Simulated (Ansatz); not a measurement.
A search over several starts for the lowest SCF solution of ZrBrF₃ at the given spin, in a small basis.

```yaml
crystal:
  periodic: [false, false, false]
  atoms:
    - {symbol: Zr, position_ang: [-0.000292, 0.000821, -0.112770]}
    - {symbol: Br, position_ang: [0.006566, -0.016972, 2.382915]}
    - {symbol: F, position_ang: [1.772919, 0.009837, -0.761663]}
    - {symbol: F, position_ang: [-0.893406, 1.540375, -0.743327]}
    - {symbol: F, position_ang: [-0.885778, -1.534060, -0.765153]}
basis:
  gaussian: {orbitals: def2-SVP, initial_orbitals: start.molden}
hamiltonian: {xc: pbe0, dispersion: d4}
output: {orbitals: {seedname: orbitals}}
```

The file start.molden holds the orbitals of an earlier run on this structure, at another level or in another basis.

```sh
$ ansatz run in.yaml --threads 4 --pin off --events-out ev --progress --plain --max-ram 3916MiB
```

It prints (some lines left out):

```
Functional definition: PBE0
1011 factors; integrals over basis functions are off by at most 8.7e-4 eV
mean field evaluation 1: about -79455.3291 eV, gradient 5.1e-1 eV
mean field evaluation 2: about -79455.3935 eV, gradient 2.4e-4 eV
mean field evaluation 4: about -79455.3935 eV, gradient 1.7e-5 eV
mean field evaluation 8: about -79455.2955 eV, gradient 3.4e0 eV
mean field evaluation 16: about -79455.3935 eV, gradient 5.8e-3 eV
mean field -79455.39345614 eV, -2919.9318527132 hartree, gradient 1.7e-5 eV, S^2 0.000000; 1 other end points of the search recorded, 0 dependent functions left out
reference -79455.39351319 eV, -2919.9318548098 hartree; 37, 37 occupied and 68, 68 virtual orbitals, 1011 factors
Total energy: -79455.49439417 eV, -2919.9355621173 hartree
```

It took 1.5 s on 4 threads of Arm Neoverse V2 on a shared host.

In the def2 sets Zr takes a core potential; there is no spin–orbit coupling.
